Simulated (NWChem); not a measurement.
Correlation energy of CNO

```
C
O 1 1.1749
N 1 1.2255 2 180.00
```
Charge 0, spin multiplicity 2.

The numbers come from NWChem runs, not from measurements. Structure: optimised with UPBE0/def2-SVP, a minimum by its harmonic frequencies.

Basis set: 6-311G**. Each correlation energy counts from its own Hartree-Fock reference.

```tsv
method	correlation energy (mHa)	remark
CCSD on UHF	-460.8	-
SCS-UMP2	-427.5	-
CCSD(T) on ROHF	-493.1	large amplitudes
CCSD[T] on ROHF	-496.2	large amplitudes
CCSD on ROHF	-470.8	large amplitudes
UMP2	-444.8	-
CCSD(T) on UHF	-481.4	-
CCSD[T] on UHF	-483.7	-
```

The values span 68.7 mHa, from CCSD[T] on ROHF (lowest) to SCS-UMP2 (highest). 

The correlated methods keep 3 core orbitals frozen. The Pople sets run with spherical d functions. The structure started from a generated list of species. The unpaired electrons of the parent sit in orbitals of symmetry b2 (C2v labels of the run); other states weren't searched. No SCF solution was tested for a lower state. Open-shell Hartree-Fock references start from PBE0 orbitals. Coupled-cluster values serve here as a point of comparison, not as the truth.
